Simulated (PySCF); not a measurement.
B3LYP has the VWN-RPA correlation part, as in Gaussian. 

Cartesian coordinates (Å):
```xyz
7

Hf     0.0709     0.1090    -0.0523
O     -1.6643    -0.3709     0.5858
H     -2.5353    -0.7048     0.8318
O      0.4053    -0.6744    -1.7613
H      0.4573    -1.0772    -2.6363
Br     1.8133    -0.7368     1.5724
Br     0.1997     2.6256    -0.2633
```
Charge 0, spin multiplicity 1.

Task: Give the LUMO, HOMO–LUMO gap, charge on the central atom (Mulliken), dipole moment and total energy at the level B3LYP-D3(BJ)/def2-TZVP // TPSS-D3(BJ)/def2-SVP (PySCF).

Result: 
```yaml
LUMO: -1.37 eV
HOMO–LUMO gap: 6.64 eV
charge on the central atom (Mulliken): 1.45 e
dipole_moment: 3.85 D
total_energy: -145538.57 eV
```
